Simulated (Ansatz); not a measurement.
Ideal-gas functions of `[NH2][Al]([OH])[Br]` at 298.15 K and 1 bar, from an Ansatz frequency run at PBE0-D4/def2-TZVP.

Molar mass 139.92 g/mol, point group Cs (symmetry number 1), electronic degeneracy 1, moments of inertia 80.76, 264.682, 345.441 u Å². Harmonic wavenumbers (cm⁻¹, unscaled): 153, 193, 238, 252, 352, 376, 390, 585, 670, 813, 929, 1564, 3617, 3709, 3971.

Use S(trans) = R[1.5 ln M + 2.5 ln T − 1.1517]; rotational temperatures θ = 24.2544 K / I; S(rot) = R[ln(√π/σ · √(T³/θAθBθC)) + 1.5]; for each mode x = 1.438777 ν̃/T, S = R[x/(eˣ − 1) − ln(1 − e⁻ˣ)] and H = RT x/(eˣ − 1); 1 cm⁻¹ = 0.0119627 kJ/mol; R = 8.31446 J/(mol·K).

By hand: the entropy, in J/(mol·K).

Translation 170.5. Rotation: θ = 0.3003, 0.0916, 0.0702 K, giving 114.3. Vibration, mode by mode: 11.02, 9.20, 7.61, 7.18, 4.84, 4.42, 4.18, 1.99, 1.44, 0.82, 0.52, 0.04, 0.00, 0.00, 0.00, in all 53.3. Electronic 0.0. Sum 338.1 J/(mol·K).

By hand: H − E and G − E in kJ/mol, counted from the electronic energy.

Zero-point energy ½ × 17812 × 0.0119627 = 106.5; thermal vibration 9.5; translation, rotation and pV give 4 RT = 9.9. H − E = 125.9 kJ/mol, and G − E = 125.9 − 298.15 × 338.1/1000 = 25.1 kJ/mol.

Vibration gives 16 % of the entropy. The sum counts one conformer and one mirror image; others add a mixing term.
